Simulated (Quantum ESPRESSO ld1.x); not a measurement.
Values are calculated unless marked as measured or tabulated.
Co XI, 17 electrons, occupied as [Ne] 3s2 3p5. Code: ld1.x of Quantum ESPRESSO 7.5. Model: scalar-relativistic Kohn-Sham, relativistic LDA (MacDonald-Vosko exchange, VWN5 correlation), spin-unpolarised, spherical densities, point nucleus.

Radial electron density D(r) = 4 pi r^2 rho(r):

r (bohr),D(r) (e/bohr)
0.002933,1.369
0.00328,1.674
0.003669,2.042
0.004104,2.484
0.00459,3.014
0.005134,3.646
0.005743,4.395
0.006475,5.345
0.007242,6.389
0.0081,7.598
0.00906,8.988
0.01013,10.57
0.01134,12.34
0.01268,14.30
0.0143,16.59
0.01599,18.88
0.01788,21.25
0.02,23.65
0.02237,25.98
0.02503,28.13
0.02799,30.00
0.03156,31.53
0.0353,32.42
0.03948,32.71
0.04416,32.38
0.0494,31.47
0.05525,30.14
0.0618,28.61
0.06968,27.08
0.07794,26.13
0.08718,25.92
0.09751,26.64
0.1091,28.30
0.122,30.67
0.1364,33.27
0.1538,35.61
0.1721,36.67
0.1925,36.09
0.2153,33.65
0.2408,29.55
0.2693,24.42
0.3012,19.18
0.3397,14.54
0.3799,11.83
0.4249,10.87
0.4753,11.27
0.5316,12.22
0.5946,12.83
0.6651,12.47
0.7499,10.84
0.8388,8.481
0.9382,5.889
1.049,3.598
1.174,1.915
1.313,0.8776
1.468,0.3413
1.656,0.1015
1.852,0.02664
2.071,0.005604
2.317,0.0009230

D(r) has 3 maxima, at r = 0.0392, 0.176, 0.609 bohr, and minima at 0.0844, 0.432 bohr, inside which lie 2.10, 10.42 electrons.
